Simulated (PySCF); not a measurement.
C3H2F2N2OSe.
Z-matrix (Å and degrees, PBE0-D3(BJ)/def2-SVP geometry), rows numbered from 1:
```
F 
C   1  1.3321
F   2  1.3345  1  108.05
O   2  1.3812  1  107.46  3  -116.98
C   4  1.3470  2  118.93  1  -131.67
C   5  1.4485  4  118.60  2   178.16
N   6  1.2974  5  115.63  4  -179.47
Se  7  1.8026  6  107.64  5    -0.18
N   5  1.2948  4  124.18  2    -1.50
H   2  1.1000  1  110.75  3   120.73
H   6  1.0942  5  123.16  4     0.45
```

Linear response at PBE0/def2-SVPD (PySCF, frozen core in the response, non-relativistic). Relativistic effects, spin–orbit coupling among them, are left out although an element past zinc is present.

Static isotropic polarisability: 77.92 au (11.55 Å³), principal values 53.5, 76.1, 104.1 au.

(1) What is the polarisability at 1064 nm and at the sodium D line?

(2) What is the isotropic C6 coefficient between two such molecules, C6 = (3/π)∫α(iω)² dω?

(3) Which effective excitation energy ω̄ makes London's formula C6 = (3/4)α²ω̄ exact here?

(4) How many electrons N does the Slater–Kirkwood formula C6 = (3/4)·√N·α^(3/2) need to give this C6?

(5) What molar refraction at the D line follows from R = (4π/3)·N_A·α′, with α′ the polarisability volume?

(6) The lowest 6 singlets have (eV, f): 4.70, 0.033; 4.70, 0.104; 5.05, 0.001; 5.93, 0.000; 6.26, 0.019; 6.41, 0.014. What share of the static polarisability do they carry in the sum over states α = Σ f/ω²?

(7) How anisotropic is the static polarisability, by Δα² = ½[(α1 − α2)² + (α2 − α3)² + (α3 − α1)²]?

(8) What n − 1 at the D line would an ideal gas of it have at 273.15 K and 1 atm (2.6868 × 10¹⁹ cm⁻³), by n − 1 = 2π·N·α′?

(9) What three-body coefficient follows from the one-pole estimate C9 = (3/4)·α·C6?

Results:

(1) 78.80 au at 1064 nm (+1.1 %), 81.01 au at 589.3 nm (+4.0 %). The rise at 589.3 nm is 3.52 times that at 1064 nm; a pure ω² law gives 3.26. The lowest singlet lies at 264 nm, shorter than both wavelengths.

(2) 2516 au (Eh·bohr⁶) by a ten-point quadrature over imaginary frequencies, which is 1500 eV·Å⁶ or 145 J·nm⁶/mol.

(3) ω̄ = 4·C6/(3α²) = 0.552 Eh = 15.0 eV. A one-pole form α(ω) = α/(1 − ω²/ω̄²) fitted to the 1064 nm value gives 11.0 eV.

(4) N = (4·C6/3)²/α³ = 23.8; the species has 94 electrons in all.

(5) α′ = 12.00 Å³ gives R = 30.28 cm³/mol, for isolated, non-vibrating species.

(6) 5.22 au, 6.7 % of α; the largest term, 3.47 au, is that of the state at 4.70 eV. Their oscillator strengths add up to 0.17. Higher states carry the rest.

(7) Δα = 44.0 au, or 0.56 of the isotropic value.

(8) 20.27 × 10⁻⁴, a formal value whether or not that pressure can be reached.

(9) 147000 au. This is an estimate from the two numbers above, not a computed integral.

One conformer stands for the species.
